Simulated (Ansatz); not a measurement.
The cluster AgSn2, relaxed as a doublet with UKS PBE-D4/def2-TZVP in Ansatz, starting from the GFN2-xTB geometry. Force threshold 0.02 eV/Å.

In the def2 sets Ag, Sn take a core potential; there is no spin–orbit coupling. The structure comes from a short search, and lower isomers may exist.

Start:

```xyz
3

Ag    0.529   -0.365   -1.465
Sn    0.378   -0.911    1.237
Sn   -0.906    1.276    0.228
```

Estimate the energy that the relaxation releases and the steps that it takes.

3.1 kJ/mol, in 4 steps; 6.5 s on 4 threads of Arm Neoverse V2 on a shared host. No frequencies were taken in this run, so the end may be a saddle point.

Does the start keep its bonding and symmetry?

By distances, no bond broke or formed. The bond that changes most is Sn2–Sn3, from 2.73 to 2.82 Å (atoms count from 1). Point group C2v at the start, C2v at the end, both within 0.05 Å.

Predict the relaxed structure.


```xyz
3

Ag    0.5279   -0.3643   -1.4615
Sn    0.3998   -0.9481    1.2523
Sn   -0.9277    1.3124    0.2092
```
Bond lengths (bridged metal pairs left out): 2 × Ag–Sn 2.78 Å; 1 × Sn–Sn 2.82 Å.
